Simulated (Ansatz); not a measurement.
Input file for C$_{2}$H$_{3}$AlClFO (`FC1(Cl)[CH2][AlH][O]1`):

```yaml
crystal:
  periodic: [false, false, false]
  atoms:
    - {symbol: F, position_ang: [1.101112, -1.142811, 1.249265]}
    - {symbol: C, position_ang: [0.821115, -0.248915, 0.265223]}
    - {symbol: Cl, position_ang: [2.257366, -0.236597, -0.830274]}
    - {symbol: C, position_ang: [-0.480955, -0.613040, -0.475206]}
    - {symbol: Al, position_ang: [-0.978057, 1.140403, 0.202830]}
    - {symbol: O, position_ang: [0.644213, 0.994571, 0.819936]}
    - {symbol: H, position_ang: [-0.933794, -1.507522, -0.048749]}
    - {symbol: H, position_ang: [-0.342011, -0.755996, -1.543885]}
    - {symbol: H, position_ang: [-2.000390, 2.323607, 0.343860]}
basis:
  gaussian: {orbitals: def2-SVP}
correlation: {method: ccsd_t}
```

```sh
$ ansatz run in.yaml --threads 4 --pin off --events-out ev --progress --plain --max-ram 10444MiB
```

Output of Ansatz, abridged:

```
Functional definition: HF
1024 factors; integrals over basis functions are off by at most 1.1e-3 eV
mean field evaluation 1: about -25922.2339 eV, gradient 4.5e1 eV
mean field evaluation 2: about -25922.3519 eV, gradient 4.5e1 eV
mean field evaluation 4: about -25926.8631 eV, gradient 3.9e0 eV
mean field evaluation 8: about -25926.9259 eV, gradient 3.8e-4 eV
mean field -25926.92588494 eV, -952.7969523701 hartree, gradient 6.9e-7 eV, S^2 0.000000; 0 other end points of the search recorded, 0 dependent functions left out
14 core orbitals not correlated: weight in the atoms' cores, before any rotation towards them, 1.000 or more for the frozen orbitals, at most 0.000 for the correlated occupied ones
reference -25926.92588494 eV, -952.7969523701 hartree; 17, 17 occupied and 76, 76 virtual orbitals, 1024 factors
second order -22.56130378 eV of doubles, -0.00000000 eV of singles
cycle   1  -22.89582472 eV  change   -3.3e-1 eV  update   1.1e-1
cycle   2  -23.44532999 eV  change   -5.5e-1 eV  update   3.3e-2
cycle   3  -23.58932828 eV  change   -1.4e-1 eV  update   1.8e-2
cycle   4  -23.58083296 eV  change    8.5e-3 eV  update   4.7e-3
cycle   5  -23.57930878 eV  change    1.5e-3 eV  update   2.4e-3
cycle   6  -23.57979438 eV  change   -4.9e-4 eV  update   7.2e-4
cycle   7  -23.57947938 eV  change    3.2e-4 eV  update   3.0e-4
cycle   8  -23.57938851 eV  change    9.1e-5 eV  update   1.0e-4
cycle   9  -23.57943176 eV  change   -4.3e-5 eV  update   3.7e-5
cycle  10  -23.57945205 eV  change   -2.0e-5 eV  update   1.4e-5
perturbative correction -0.65289915 eV, -0.0239936014 hartree
Total energy: -25951.15823615 eV, -953.6874748517 hartree
```

Run time 3 s (4 threads of an Intel Xeon 6975P-C on a shared host); peak host memory 0.5 GiB.

Correlation energy per correlated electron: -0.713 eV. T1 diagnostic: 0.0133.
